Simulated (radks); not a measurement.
The numbers below are computed, except where a source is named.
Effect of the nuclear size on the indium ion In+, [Kr] 4d10 5s2. Code: a radial shooting solver on a logarithmic mesh with Libxc functionals. Model: Dirac Kohn-Sham, exchange-only LDA, spin-unpolarised, spherical densities, finite nucleus; Fermi nuclear charge, rms radius 4.6156 fm. The rms radius is varied about that value; shifts are against it.

| rms radius (fm) | total energy shift (eV) | density at nucleus (e/bohr^3) | 1s1/2 shift (meV) | 2s1/2 shift (meV) | 4s1/2 shift (meV) | 4p1/2 shift (meV) | 5s1/2 shift (meV) | 5p1/2 (empty) shift (meV) |
|---|---|---|---|---|---|---|---|---|
| 3.8725 | -1.08 | 1.786e+05 | -452 | -51.3 | -1.85 | 0.180 | -0.135 | 0.050 |
| 4.3802 | -0.358 | 1.754e+05 | -151 | -17.1 | -0.617 | 0.060 | -0.045 | 0.017 |
| 4.6156 | 0 | 1.74e+05 | 0.000 | 0.000 | 0.000 | 0.000 | 0.000 | 0.000 |
| 4.9664 | 0.564 | 1.722e+05 | 237 | 26.9 | 0.971 | -0.094 | 0.071 | -0.026 |
| 5.668 | 1.80 | 1.688e+05 | 755 | 85.6 | 3.09 | -0.300 | 0.226 | -0.084 |

Slopes of the eigenvalues against <r^2> in GHz/fm^2, as finite differences over the two radii next to the reference (eigenvalue slopes, not the field-shift constants of lines): 1s1/2 17100, 2s1/2 1940, 4s1/2 70.1, 4p1/2 -6.80, 5s1/2 5.11, 5p1/2 (empty) -1.90.
